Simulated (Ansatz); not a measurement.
Input and output for `F[B@-]1(Cl)[OH+][B@-](F)(Cl)[OH+]1`.

```yaml
crystal:
  periodic: [false, false, false]
  atoms:
    - {symbol: F, position_ang: [-1.938896, -0.265928, -0.266826]}
    - {symbol: B, position_ang: [-0.950112, 0.399458, 0.362575]}
    - {symbol: Cl, position_ang: [-1.452648, 1.656969, 1.521149]}
    - {symbol: O, position_ang: [0.119981, 0.889788, -0.640656]}
    - {symbol: B, position_ang: [1.085272, -0.223939, -0.188344]}
    - {symbol: F, position_ang: [2.229210, 0.266438, 0.280910]}
    - {symbol: Cl, position_ang: [1.228450, -1.547910, -1.412843]}
    - {symbol: O, position_ang: [0.099277, -0.577251, 0.942872]}
    - {symbol: H, position_ang: [-0.152095, 0.849420, -1.564996]}
    - {symbol: H, position_ang: [-0.185240, -1.498346, 0.969161]}
basis:
  gaussian: {orbitals: aug-cc-pVDZ}
magnetization: {spin_polarized: true, initial_magnetization: 0}
hamiltonian: {xc: {name: LC-wPBE}}
```

```sh
$ ansatz run in.yaml --threads 8 --pin off --events-out ev --progress --plain --max-ram 18278MiB
```

Shortened log:

```
Functional definition: LC-wPBE
1878 factors; their error is unknown
799 factors; integrals over basis functions are off by at most 2.8e-5 eV
mean field evaluation 1: about -35948.4717 eV, gradient 4.5e1 eV
mean field evaluation 2: about -35949.9148 eV, gradient 4.3e1 eV
mean field evaluation 4: about -35955.3765 eV, gradient 9.8e-1 eV
mean field evaluation 8: about -35955.3202 eV, gradient 1.6e-1 eV
mean field evaluation 16: about -35955.3203 eV, gradient 5.6e-5 eV
mean field -35955.32026613 eV, -1321.3336483888 hartree, gradient 5.6e-5 eV, S^2 0.000000; 0 other end points of the search recorded, 0 dependent functions left out
reference -35955.32026614 eV, -1321.3336483892 hartree; 40, 40 occupied and 170, 170 virtual orbitals, 1878 factors
Total energy: -35955.32026614 eV, -1321.3336483892 hartree
```

Hardware: 8 threads of an Arm Neoverse V2 on a shared host. Wall time 3.9 s, peak host memory 0.88 GiB.
